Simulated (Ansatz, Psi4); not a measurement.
Ansatz (a program for electronic structure) was given this input:
Ansatz 0.2 input:
```yaml
crystal:
  periodic: [false, false, false]
  atoms:
    - {symbol: Pb, position_ang: [0.00000000, 0.00000000, 0.00000000]}
basis:
  gaussian:
    orbitals: def2-SVPD
hamiltonian:
  xc: {name: wB97X-V}
magnetization: {spin_polarized: true, initial_magnetization: 2}
accuracy: high
```

Q: Convert this to an input for Psi4.

A: Several could match; the one computed here: 
```
memory 2 GB

molecule {
0 3
  Pb    0.00000000    0.00000000    0.00000000
}

set basis def2-svpd
set reference uks
set scf_type pk
set puream true
set d_convergence 1e-8
set dft_radial_points 99
set dft_spherical_points 590

energy('wb97x-v')
print_variables()
```

Both were run: Ansatz gave -192.796943 Eh and Psi4 -192.796945 Eh, 0.002 mEh apart.
